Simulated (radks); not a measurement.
Dipole-allowed excitations along the series with 29 electrons in [Ar] 3d10 4s1. Method: scalar-relativistic Kohn-Sham, LDA (Slater exchange, Perdew-Wang correlation), spin-polarised, spherical densities, finite nucleus; open shells are filled with parallel spins first (spin-orbit coupling, left out, can overturn this in heavy ions); Fermi nuclear charge, rms radius of each element as measured or else 0.836 A^(1/3) + 0.57 fm; computed with a radial shooting solver on a logarithmic mesh with Libxc functionals. Time-dependent linear response with the Hartree and adiabatic LDA kernel, continuum included through the Sternheimer equations, no spin-orbit coupling, so fine structure and intercombination lines are absent. Lines are the poles of the dipole polarisability below minus the highest occupied eigenvalue, found on a grid refined at the orbital gaps; the lowest seven at most are given, and weak or close lines can be missed. The first line takes the name of the lowest orbital gap if no other gap lies below it; otherwise a line is named after a gap within 0.6 % of it, if that gap stands alone.

\begin{tabular}{lrrrrr}
species & -e(HOMO) (eV) & lowest orbital gap (eV) & first line (eV) & f & static alpha (bohr^3) \\ \hline
As4+ & 58.175 & 4s-4p 12.530 & 13.427 (4s-4p) & 0.785 & 3.879 \\
Se5+ & 76.831 & 4s-4p 14.545 & 15.572 (4s-4p) & 0.774 & 2.810 \\
Br6+ & 97.447 & 4s-4p 16.570 & 17.722 (4s-4p) & 0.760 & 2.114 \\
Kr7+ & 119.99 & 4s-4p 18.615 & 19.887 (4s-4p) & 0.746 & 1.637 \\
Rb8+ & 144.42 & 4s-4p 20.685 & 22.075 (4s-4p) & 0.731 & 1.297 \\
Sr9+ & 170.74 & 4s-4p 22.788 & 24.293 (4s-4p) & 0.717 & 1.046 \\
\end{tabular}
